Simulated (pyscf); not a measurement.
Optimised with ωB97X-D3(BJ)/def2-SVP in PySCF. Correlated levels are frozen-core, on RHF or UHF. ΔMP2 is the change of the MP2 total energy from the triple- to the quadruple-zeta basis.

SMILES: BB(N)Cl
```xyz
8

B      0.9267     0.5546     0.2534
B     -0.5979    -0.1576     0.0958
N     -1.3044    -1.0300     0.9210
Cl    -1.3756     0.3598    -1.4422
H      1.9168     0.0403    -0.2171
H      1.0641     1.6485     0.7541
H     -2.2273    -1.3739     0.6810
H     -0.9454    -1.3729     1.8027
```

### Question
What is the homolytic dissociation enthalpy (298 K, CCSD(T)/def2-TZVPP + ΔMP2(QZVPP)) of the B–B bond of H₂B–B(NH₂)–Cl, to BH₂• + [H₂N–B–Cl]•?

### Answer
B–B to BH₂• + [H₂N–B–Cl]•: 4.38 eV. The radicals are drawn with the spin at the cut bond; how far it spreads was not checked. Other isomers of [H₂N–B–Cl]• were not searched in full and may lie lower. The CCSD(T) − MP2 part came from Ansatz, without density fitting, on the same reference.
